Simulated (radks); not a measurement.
The table gives one normalised radial function P(r) = r R(r) of Pd3+ in [Kr] 4d7 (r in bohr). Method: scalar-relativistic Kohn-Sham, LDA (Slater exchange, Perdew-Wang correlation), spin-polarised, spherical densities, point nucleus; open shells are filled with parallel spins first (spin-orbit coupling, left out, can overturn this in heavy ions); computed with a radial shooting solver on a logarithmic mesh with Libxc functionals.

r	P
0.002753	0.0000
0.003129	0.0000
0.003585	0.0000
0.004074	0.0001
0.004668	0.0001
0.005305	0.0001
0.006078	0.0002
0.006908	0.0003
0.007914	0.0004
0.008995	0.0006
0.01031	0.0009
0.01171	0.0013
0.01342	0.0019
0.01525	0.0027
0.01747	0.0039
0.02002	0.0056
0.02275	0.0079
0.02607	0.0113
0.02963	0.0156
0.03394	0.0220
0.03858	0.0300
0.0442	0.0415
0.05023	0.0557
0.05755	0.0754
0.06541	0.0989
0.07494	0.1300
0.08517	0.1656
0.09758	0.2100
0.1109	0.2575
0.1271	0.3121
0.1444	0.3644
0.1654	0.4159
0.188	0.4546
0.2154	0.4776
0.2448	0.4743
0.2805	0.4368
0.3214	0.3583
0.3653	0.2450
0.4185	0.0856
0.4756	-0.0936
0.5449	-0.3009
0.6193	-0.4954
0.7096	-0.6812
0.8064	-0.8189
0.9239	-0.9115
1.05	-0.9421
1.203	-0.9164
1.367	-0.8456
1.567	-0.7341
1.78	-0.6091
2.04	-0.4700
2.318	-0.3457
2.656	-0.2313
3.019	-0.1462
3.459	-0.0815
3.931	-0.0424
4.504	-0.0187

Which n and l does it have? It may be an empty orbital.

Answer. n = 4, l = 2: the number of nodes gives n - l - 1 = 1, the rise at small r (about r^(l+1), flatter next to the nucleus through relativity) gives l, and the extent must fit the shell. The curve is that of 4d up; the table hardly tells the two spins apart. 4d up: eigenvalue -42.815 eV, 1 radial node at r = 0.446 bohr, <r> = 1.30 bohr, 90 % of the charge inside 2.02 bohr.
